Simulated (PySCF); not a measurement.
Job file and geometry (Å, from GFN2-xTB) of an NMR shielding run on SMILES F[C@@H]1[C@H](CC)OC(=O)O1, C$_{5}$H$_{7}$FO$_{3}$, PySCF 2.14.0, density-fitted response routines, GIAO PBE0/pcSseg-1 NMR shielding, non-relativistic, gas phase; density fitting, a coarse starting grid and PySCF grid level 2 are the driver's defaults:

```
$ OMP_NUM_THREADS=1 python probes_run.py task.json out

{"job": {"kind": "nmr", "xc": "PBE0", "basis": "pcSseg-1"}, "charge": 0, "multiplicity": 1}
C      2.195024     0.368356     0.033960
C      0.965707    -0.419500     0.465809
C     -0.217042    -0.137962    -0.456485
O     -0.665751     1.203871    -0.318103
C     -1.978043     1.253197    -0.086636
O     -2.614910     2.236430     0.054233
O     -2.502958    -0.009677    -0.071343
C     -1.492635    -0.948885    -0.119473
F     -1.381346    -1.551783     1.105306
H      1.974172     1.432060     0.025841
H      3.012166     0.186617     0.725970
H      2.512347     0.071066    -0.962731
H      0.688537    -0.147160     1.485104
H      1.167965    -1.491465     0.441701
H      0.068967    -0.290106    -1.504955
H     -1.739801    -1.746116    -0.829609
```

Q: What does the program print?

A: 
```
coarse grid: 14120 points
cycle   1  E = -519.3464716816  dE =  1.745e+00  |g| = 1.142e+00  |ddm| = 3.536e+00
cycle   2  E = -518.8691097313  dE =  4.774e-01  |g| = 2.001e+00  |ddm| = 1.786e+00
cycle   3  E = -519.5634937478  dE = -6.944e-01  |g| = 3.125e-01  |ddm| = 1.266e+00
cycle   4  E = -519.5801916235  dE = -1.670e-02  |g| = 9.164e-02  |ddm| = 2.264e-01
cycle   5  E = -519.5815209811  dE = -1.329e-03  |g| = 1.650e-02  |ddm| = 4.916e-02
cycle   6  E = -519.5815736760  dE = -5.269e-05  |g| = 6.958e-03  |ddm| = 1.507e-02
cycle   7  E = -519.5815822697  dE = -8.594e-06  |g| = 1.964e-03  |ddm| = 4.674e-03
final grid: 138872 points
cycle   8  E = -519.6741807583  dE = -3.798e-05  |g| = 1.497e-02  |ddm| = 2.897e-02
cycle   9  E = -519.6741336695  dE =  4.709e-05  |g| = 2.222e-02  |ddm| = 2.092e-02
cycle  10  E = -519.6742196409  dE = -8.597e-05  |g| = 2.430e-03  |ddm| = 1.284e-02
cycle  11  E = -519.6742206942  dE = -1.053e-06  |g| = 4.136e-04  |ddm| = 1.545e-03
cycle  12  E = -519.6742207195  dE = -2.530e-08  |g| = 1.589e-04  |ddm| = 3.377e-04
cycle  13  E = -519.6742207246  dE = -5.163e-09  |g| = 3.686e-05  |ddm| = 1.234e-04
cycle  14  E = -519.6742207248  dE = -2.092e-10  |g| = 1.768e-05  |ddm| = 3.415e-05
converged SCF energy = -519.6742207248

GIAO shielding tensors (ppm)
atom      isotropic    diamagn.    paramagn.     s11        s22        s33       span
  0 C      173.459     246.182     -72.723    161.971    171.027    187.379     25.408
  1 C      159.343     247.503     -88.160    154.378    156.559    167.094     12.716
  2 C      101.207     250.355    -149.147     75.565    100.904    127.153     51.587
  3 O      170.797     400.412    -229.614     43.959    201.548    266.886    222.926
  4 C       30.385     248.086    -217.701    -62.687     26.824    127.019    189.706
  5 O       26.898     395.028    -368.131   -134.128    -89.138    303.960    438.088
  6 O      130.002     396.781    -266.778     32.349    147.342    210.317    177.968
  7 C       75.859     243.741    -167.882     49.725     76.341    101.510     51.785
  8 F      325.988     474.682    -148.693    234.291    349.456    394.218    159.927
  9 H       30.159      29.666       0.493     24.918     29.833     35.725     10.807
 10 H       30.334      27.922       2.412     25.535     27.538     37.931     12.396
 11 H       30.785      29.311       1.474     26.616     28.394     37.345     10.730
 12 H       29.824      31.564      -1.740     24.868     30.435     34.169      9.300
 13 H       30.054      31.132      -1.077     24.254     30.198     35.711     11.457
 14 H       27.428      32.178      -4.750     24.863     26.138     31.284      6.421
 15 H       25.472      28.604      -3.132     22.141     24.525     29.750      7.608
```

Q: Turn these shieldings into chemical shifts. References, each an isolated molecule treated in the same way: 13C (186.93 ppm) and 1H (31.72 ppm) against TMS; H2O for 17O (336.08 ppm); 19F (170.95 ppm) against CFCl3.

A: Averaging equivalent atoms: C 4: 156.5; C 7: 111.1; C 2: 85.7; C 1: 27.6; C 0: 13.5; O 5: 309.2; O 6: 206.1; O 3: 165.3; F 8: -155.0; H 15: 6.24; H 14: 4.29; H 12: 1.89; H 13: 1.66; H 9/10/11: 1.29 ppm. Unscaled 19F shifts against computed CFCl3 carry errors that often reach 10 to 50 ppm. Unscaled 17O shifts of doubly bonded oxygen tend to come out too high, by tens of ppm or more. Experimental scales use liquid or dissolved standards, which lie at an offset from isolated H2O (liquid H2O: subtract about 36 ppm).

Size and cost of the density-fitted run: 188 basis functions, 27 s wall time on 1 thread of an Arm Neoverse V2, shared host; peak memory 0.83 GiB.
